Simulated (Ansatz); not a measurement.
Conformers of `C[Si](C)(F)CC[SiH](F)F`, each relaxed with PBE0-D4/def2-TZVP in Ansatz. CBS adds the triple-zeta coupled-cluster correction to the MP2 limit.

Not all of them had a frequency check.

Conformer A:

```xyz
20

C     0.084    1.358   -1.581
Si    0.811    0.647   -0.026
C     1.876    1.868    0.885
F     1.749   -0.597   -0.453
C    -0.493   -0.068    1.112
C    -1.536   -1.000    0.479
Si   -0.901   -2.524   -0.368
F    -0.453   -2.183   -1.857
F    -2.108   -3.555   -0.501
H     0.865    1.780   -2.217
H    -0.629    2.155   -1.351
H    -0.435    0.588   -2.156
H     1.296    2.747    1.182
H     2.302    1.424    1.788
H     2.701    2.208    0.255
H    -0.999    0.770    1.606
H     0.046   -0.593    1.911
H    -2.141   -0.460   -0.260
H    -2.246   -1.348    1.239
H     0.211   -3.216    0.312
```

Conformer B:

```xyz
20

C     2.561   -0.909   -0.408
Si    1.019    0.078   -0.094
C     1.028    1.704   -0.998
F     0.957    0.417    1.485
C    -0.515   -0.923   -0.468
C    -1.855   -0.249   -0.140
Si   -2.212    0.058    1.656
F    -3.788    0.238    1.809
F    -1.817   -1.233    2.499
H     3.452   -0.339   -0.132
H     2.647   -1.172   -1.466
H     2.558   -1.835    0.172
H     0.149    2.304   -0.752
H     1.038    1.548   -2.081
H     1.914    2.288   -0.737
H    -0.482   -1.187   -1.532
H    -0.430   -1.872    0.074
H    -1.953    0.709   -0.665
H    -2.689   -0.864   -0.499
H    -1.583    1.238    2.278
```

Problem. Which is lowest in electronic energy at CCSD(T)/CBS (frozen core, def2 sets), and by how much? (Estimate.)

Solution. Ansatz gave: B; A lies 0.9 kJ/mol higher. Gaps under about 2 kJ/mol don't settle the order.

Problem. Give the energies relative to B (kJ/mol) with r2SCAN/def2-TZVPP, SCS-MP2/def2-TZVPP, CCSD/def2-TZVPP, CCSD(T)/def2-TZVPP, MP2/def2-QZVPP, HF/CBS(def2), CCSD/CBS(def2). (An estimate is asked.)

Solution. The calculation gave: 
```json
{"level": "r2SCAN/def2-TZVPP", "A": "0.6"}
{"level": "SCS-MP2/def2-TZVPP", "A": "1.0"}
{"level": "CCSD/def2-TZVPP", "A": "1.0"}
{"level": "CCSD(T)/def2-TZVPP", "A": "0.8"}
{"level": "MP2/def2-QZVPP", "A": "0.9"}
{"level": "HF/CBS(def2)", "A": "1.6"}
{"level": "CCSD/CBS(def2)", "A": "1.1"}
```
